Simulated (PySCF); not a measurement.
## Unknowns

Theoretical values (PySCF 2.14): NMR shieldings at PBE0/pcSseg-1/GIAO, structure optimised with GFN2-xTB. No relativistic terms, one conformer, in vacuum, equivalent nuclei averaged.

Referencing at the same level of theory: TMS for 1H (σref 31.72), 13C (σref 186.93). Splittings of carbon signals by F and P are missing where no couplings were computed. Where no couplings were computed, multiplicities follow the n + 1 count of equivalent neighbours, and m marks all less simple cases (inequivalent or close neighbours, rings, F or P nearby). Shifts are as computed. Against solution values, carbons near 30 ppm lie about +3 ppm off and those near 130 ppm about +5 ppm. Of 1211 compounds with measured shifts, 218 miss one by over three times the rms of a fit or turn the order of signals round; such compounds aren't used in these exercises.

Q: C6H8FOP. 1H NMR (500 MHz, computed): δ 4.00 (s, 3H), 1.39 (m, 1H), 1.02 (m, 2H), 0.83 (m, 2H). 13C{1H} NMR (computed): δ 245.0 (C), 185.9 (C), 55.3 (CH3), 21.6 (CH), 18.7 (CH2). Give a structure.

A: `COC(F)=C=PC1CC1`. 5 carbon signals for 6 carbons: some carbons are equivalent by symmetry or fast rotation. Carbon types of the structure: 2 × C, 1 × CH, 2 × CH2, 1 × CH3, which accounts for all hydrogens. δC 245.0: cumulene carbon. δC 185.9: alkene carbon bearing oxygen; an sp2 carbon further deshielded by the attached heteroatom. δC 55.3: methyl carbon bonded to O; the inductive effect lowers its shielding. δH 4.00: hydrogen on a methyl carbon bonded to O; its carbon carries O, hence the downfield position.

The data come from this structure; uniqueness wasn't tested.

Q: C7H8F4O. 1H NMR (400 MHz, computed): δ 3.09 (q, 2H), 2.36 (s, 3H), 1.22 (t, 3H). 13C{1H} NMR (computed): δ 165.6 (C), 165.2 (C), 135.1 (C), 133.0 (C), 27.7 (CH2), 20.0 (CH3), 16.3 (CH3). What is it?

A: `CC/C(=C(/C)C(=O)F)C(F)(F)F`. Rings plus π bonds: 2 (no ring in the answer). 7 carbon signals for 7 carbons: no two carbons are equivalent. Carbon types of the structure: 4 × C, 1 × CH2, 2 × CH3, which accounts for all hydrogens. δC 165.6: carbonyl carbon. δC 165.2: β carbon of a C=C–C=O unit; conjugation with the carbonyl draws π density from the β position. δC 135.1: α carbon of a C=C–C=O unit; as expected for a trigonal carbon in a double bond. δC 133.0: CF3 carbon; 3 electronegative neighbours deshield it.

This is the structure that produced the data.
